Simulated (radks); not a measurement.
Values are calculated unless marked as measured or tabulated.
Initial-state core-level shifts of the samarium ion Sm2+ when its valence configuration changes from [Xe] 4f6. Level of theory: Dirac Kohn-Sham, LDA (Slater exchange, Perdew-Wang correlation), spin-unpolarised, spherical densities, point nucleus; open shells are shared between the two j in proportion to 2j + 1 (a radial shooting solver on a logarithmic mesh with Libxc functionals). Shifts are changes of the shell-averaged eigenvalues in eV (positive: less bound).

valence           1s       3s       5s       5p
4f4 6s2      -19.538  -23.026  -12.677  -10.888
4f5 6s1       -8.971  -10.504   -6.106   -5.265
4f5 5d1       -6.386   -7.870   -3.547   -2.877
4f5 6p1      -10.116  -11.637   -7.225   -6.345
4f5.5 6p0.5   -4.846   -5.548   -3.554   -3.131
4f4 6s1 6p1  -20.654  -24.139  -13.745  -11.919
4f4 5d2      -13.817  -17.167   -7.258   -5.846
